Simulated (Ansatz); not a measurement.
`[NH2][Ge][SH]` + HBr → `[NH2][Ge][Br]` + H₂S  (ligand exchange at a Ge–S bond)

Calculated with Ansatz (gas phase, PBE0-D4/def2-TZVP geometries, no zero-point term in ΔE). CBS: MP2 limit from def2 TZ/QZ plus the TZ coupled-cluster correction, frozen cores. This one scheme is used for every species. DFT in def2-TZVPP. B3LYP here is the variant with VWN-RPA as its local correlation; programs differ in this. HSE06 is defined as in plane-wave codes. For Br, Ge outer-core shells are correlated without core-valence functions, which leaves a few kJ/mol of doubt a bond. Scalar relativity is left out up to krypton. Each species was taken in one conformer, which may not be the lowest.

```csv
level,ΔE (kJ/mol),difference from CCSD(T)/CBS
LDA (SPW92),-34.4,5.2
PBE-D4,-37.9,1.7
BLYP-D4,-41.5,-1.9
r2SCAN-D4,-39.0,0.6
B97M-V,-39.4,0.2
PBE0-D4,-39.5,0.1
r2SCANh-D4,-39.6,0.0
HSE06-D4,-39.7,-0.1
BHLYP-D4,-45.9,-6.3
CAM-B3LYP-D4,-42.9,-3.3
ωB97X-V,-42.3,-2.7
ωB97M-V,-42.9,-3.3
B2PLYP,-42.4,-2.8
PBE-QIDH,-39.8,-0.2
PBE,-38.8,0.8
revPBE,-39.8,-0.2
BLYP,-43.5,-3.9
PBE0,-40.2,-0.6
B3LYP,-44.2,-4.6
r2SCANh,-39.9,-0.3
r2SCAN0,-40.8,-1.2
HSE06,-40.3,-0.7
BHLYP,-46.5,-6.9
CAM-B3LYP,-43.6,-4.0
LC-ωPBE,-39.2,0.4
RPA@PBE/def2-TZVPP,-37.9,1.7
HF/def2-SVP,-47.8,-8.2
MP2/def2-SVP,-41.1,-1.5
CCSD/def2-SVP,-41.3,-1.7
CCSD(T)/def2-SVP,-39.9,-0.3
HF/def2-TZVPP,-51.4,-11.8
MP2/def2-TZVPP,-38.2,1.4
CCSD/def2-TZVPP,-40.2,-0.6
CCSD(T)/def2-TZVPP,-38.4,1.2
HF/def2-QZVPP,-51.0,-11.4
MP2/def2-QZVPP,-38.8,0.8
SCS-MP2/def2-QZVPP,-40.4,-0.8
HF/CBS(def2),-50.9,-11.3
MP2/CBS(def2),-39.4,0.2
CCSD/CBS(def2),-41.4,-1.8
CCSD(T)/CBS,-39.6,0
```

What do rigid-rotor, harmonic-oscillator terms from PBE0-D4/def2-TZVP frequencies (298.15 K, 1 bar) make of the CCSD(T)/CBS value? (Best estimate.)

The calculation gave: ΔZPE = +1.2 kJ/mol, ΔH = -38.4 kJ/mol, ΔS = 9 J/(mol·K), ΔG = -41.2 kJ/mol.

Largest T1 diagnostic among the species: 0.014.

In def2-TZVPP, CCSD(T) changes the Hartree–Fock value by +13.0 kJ/mol (the triples alone add +1.8 kJ/mol) and MP2 by +13.1 kJ/mol. Leaving LDA and LC-ωPBE aside and taking each functional with its dispersion term where it has one, the values, not all of them listed here, spread over 9.2 kJ/mol, from BHLYP-D4 to revPBE-D4. LDA lies +4.4 kJ/mol from PBE without D4.
